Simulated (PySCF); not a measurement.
Computed shifts of a molecule C5H9N, PBE/pcSseg-1 in PySCF, GIAO, gas phase, equivalent atoms averaged, in ppm (number of nuclei): ¹³C: 153.1 (1), 111.1 (1), 70.6 (2), 48.3 (1). ¹⁵N: 41.4 (1). ¹H: 5.37 (2), 4.39 (2), 3.69 (2), 2.51 (3). References: ¹³C against TMS (σ = 182.0 ppm); ¹⁵N against NH3 (σ = 267.0 ppm); ¹H against TMS (σ = 31.49 ppm), references at their B3LYP-D3(BJ)/def2-TZVP geometries, non-relativistic. The structure is a stationary point at B3LYP-D3(BJ)/def2-SVP. Other conformers were not sampled.

### Question
Which structure fits?
A) CCN1C=CC1
B) C=C1CN(C)C1
C) CC1=CCN1C
D) C=C(C)/C=N/C

### Answer
B, C=C1CN(C)C1
